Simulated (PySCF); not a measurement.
Job file and geometry (Å, from GFN2-xTB) of an NMR shielding run on `CC(C)[C@H](F)C[SiH3]`, C5H13FSi, PySCF 2.14.0, density-fitted response routines, GIAO PBE0/pcSseg-1 NMR shielding, non-relativistic, gas phase; density fitting, a coarse starting grid and PySCF grid level 2 are the driver's defaults:

```
$ OMP_NUM_THREADS=1 python probes_run.py task.json out

{"job": {"kind": "nmr", "xc": "PBE0", "basis": "pcSseg-1"}, "charge": 0, "multiplicity": 1}
C     -1.384195     1.135549    -0.063579
C     -0.718240    -0.106671     0.519451
C     -1.769203    -1.040480     1.119803
C      0.089068    -0.853861    -0.546131
F      0.691711    -1.950499     0.059826
C      1.182637    -0.045252    -1.228245
Si     2.471104     0.707299    -0.039590
H     -2.041220     1.582802     0.678468
H     -1.982614     0.872842    -0.934086
H     -0.649121     1.880066    -0.356948
H     -0.024041     0.193692     1.311843
H     -1.298980    -1.937736     1.514188
H     -2.492944    -1.335008     0.361745
H     -2.299945    -0.543400     1.928192
H     -0.596860    -1.284259    -1.292050
H      1.697443    -0.721195    -1.914415
H      0.718523     0.724317    -1.843319
H      2.889510    -0.282055     0.947731
H      1.900679     1.882662     0.628352
H      3.611539     1.131863    -0.854273
```

Task: What does the program print?

Result: 
```
coarse grid: 16200 points
cycle   1  E = -587.0679592105  dE =  4.128e-01  |g| = 5.706e-01  |ddm| = 3.704e+00
cycle   2  E = -587.0426623220  dE =  2.530e-02  |g| = 7.181e-01  |ddm| = 9.666e-01
cycle   3  E = -587.1347061718  dE = -9.204e-02  |g| = 6.791e-02  |ddm| = 5.504e-01
cycle   4  E = -587.1353153882  dE = -6.092e-04  |g| = 3.236e-02  |ddm| = 6.511e-02
cycle   5  E = -587.1355342421  dE = -2.189e-04  |g| = 4.262e-03  |ddm| = 3.094e-02
cycle   6  E = -587.1355379037  dE = -3.662e-06  |g| = 1.466e-03  |ddm| = 5.159e-03
final grid: 149408 points
cycle   7  E = -587.1846813473  dE = -5.016e-05  |g| = 9.417e-03  |ddm| = 3.084e-02
cycle   8  E = -587.1846676391  dE =  1.371e-05  |g| = 1.238e-02  |ddm| = 1.864e-02
cycle   9  E = -587.1847033651  dE = -3.573e-05  |g| = 1.247e-03  |ddm| = 1.057e-02
cycle  10  E = -587.1847036004  dE = -2.353e-07  |g| = 2.822e-04  |ddm| = 1.111e-03
cycle  11  E = -587.1847036129  dE = -1.244e-08  |g| = 4.801e-05  |ddm| = 2.238e-04
cycle  12  E = -587.1847036133  dE = -4.454e-10  |g| = 1.810e-05  |ddm| = 5.862e-05
converged SCF energy = -587.1847036133

GIAO shielding tensors (ppm)
atom      isotropic    diamagn.    paramagn.     s11        s22        s33       span
  0 C      167.338     249.831     -82.493    152.283    163.524    186.207     33.925
  1 C      149.776     249.254     -99.477    140.412    147.609    161.307     20.895
  2 C      165.316     246.732     -81.417    151.032    157.555    187.360     36.328
  3 C       87.012     245.663    -158.650     52.991     75.796    132.250     79.259
  4 F      373.137     476.638    -103.502    361.927    369.809    387.674     25.746
  5 C      171.049     252.458     -81.409    156.079    166.059    191.010     34.931
  6 Si     433.075     879.649    -446.574    416.793    420.225    462.205     45.412
  7 H       30.774      30.931      -0.157     26.275     28.435     37.613     11.338
  8 H       31.245      31.844      -0.599     28.064     28.708     36.965      8.901
  9 H       30.659      32.434      -1.776     25.309     30.494     36.173     10.864
 10 H       30.140      34.413      -4.273     26.564     29.760     34.097      7.533
 11 H       29.843      30.152      -0.309     24.318     29.124     36.087     11.770
 12 H       31.114      30.467       0.647     27.632     28.639     37.070      9.438
 13 H       30.764      29.778       0.985     26.383     28.221     37.688     11.305
 14 H       27.219      32.759      -5.540     25.762     26.721     29.175      3.412
 15 H       30.215      30.348      -0.133     25.269     28.332     37.045     11.776
 16 H       30.650      32.164      -1.514     26.027     29.854     36.068     10.041
 17 H       27.695      29.365      -1.670     23.800     26.829     32.456      8.656
 18 H       27.779      29.705      -1.927     23.747     27.417     32.172      8.425
 19 H       28.013      28.521      -0.508     24.503     25.433     34.105      9.602
```

Task: Turn these shieldings into chemical shifts. Referencing at the same level of theory: ¹³C (σ = 186.93 ppm) and ²⁹Si (σ = 349.16 ppm) and ¹H (σ = 31.72 ppm) vs TMS; ¹⁹F (σ = 170.95 ppm) against CFCl3.

Result: Averaging equivalent atoms: C 3: 99.9; C 1: 37.1; C 2: 21.6; C 0: 19.6; C 5: 15.9; F 4: -202.2; Si 6: -83.9; H 14: 4.50; H 17/18/19: 3.89; H 10: 1.58; H 15: 1.50; H 11/12/13: 1.14; H 16: 1.07; H 7/8/9: 0.82 ppm. Unscaled 19F shifts against computed CFCl3 carry errors that often reach 10 to 50 ppm.

Size and cost of the density-fitted run: 191 basis functions, 71 s wall time on 1 thread of an Arm Neoverse N1, shared host; peak memory 0.85 GiB.
